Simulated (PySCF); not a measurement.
Computed IR spectrum (relative IR intensity) of a molecule C₄H₄N, multiplicity 2. Geometry: PBE0-D3(BJ)/def2-SVP. Other conformers were not sampled. All values below come from PySCF 2.14.0 with PBE0-D3(BJ)/def2-SVP. No scaling factor is applied to the harmonic values.

| ν (cm⁻¹) | relative intensity |
|---|---|
| 511 | 79 |
| 567 | 24 |
| 649 | 2.4 |
| 676 | 26 |
| 757 | 90 |
| 855 | 5.1 |
| 888 | 3.8 |
| 1042 | 44 |
| 1078 | 23 |
| 1161 | 4.6 |
| 1243 | 14 |
| 1483 | 7.8 |
| 1516 | 15 |
| 1563 | 3.5 |
| 3695 | 100 |

Q: Which molecule gave these data?
A. C1=C[N]C=C1
B. [c]1cc[nH]c1
C. [c]1ccc[nH]1

A: B, [c]1cc[nH]c1
